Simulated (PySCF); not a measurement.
CH₈FNSi₂, SMILES C[Si@@H](F)N[SiH3].

The structure is a stationary point at PBE0-D3(BJ)/def2-SVP. The structure was generated by enumeration; whether it is a known compound was not checked. The values are those of a single conformer.

Two levels are set side by side: PBE/def2-TZVP (PySCF) and PBE0/def2-TZVP (PySCF). Same geometry, gas phase. Differences are taken from unrounded values.

```
quantity                      PBE0
---------------------------  -----
orbital gap (eV)              8.11
highest occupied level (eV)  -7.91
lowest empty level (eV)       0.20
dipole moment (D)             1.67
mean polarisability (bohr³)   68.7
```

### Question
What does PBE give, and how far is it from PBE0? (The exact figures need the calculation; the answer reports its results.)

### Answer

```csv
quantity,PBE,PBE minus PBE0
orbital gap (eV),5.89,-2.22
highest occupied level (eV),-6.54,1.38
lowest empty level (eV),-0.65,-0.84
dipole moment (D),1.58,-0.09
mean polarisability (bohr³),71.7,2.9
```

PBE's occupied levels lie high since its potential decays too fast outside the molecule; exact exchange lowers them and widens the gap. Loosely held outer electrons make PBE densities more polarisable. Differences between two approximate levels are no errors against the true value.

Rough cost on one machine, each run with all the roots and properties that it gave: PBE0 against PBE within a factor of 2.
